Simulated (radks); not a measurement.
The gallium ion Ga7+ is in [Ar] 3d6. Calculated with a radial shooting solver on a logarithmic mesh with Libxc functionals: non-relativistic Kohn-Sham, PBE, spin-polarised, spherical densities, point nucleus. Open shells are filled with parallel spins first. One electron is removed from 2p, 3p, 3d, 3s in turn, with full relaxation. Which removal costs least, and what does each cost?

Answer. 3d 171.13 eV; 3p 251.39 eV; 3s 297.87 eV; 2p 1287.8 eV. The 3d electron leaves first.
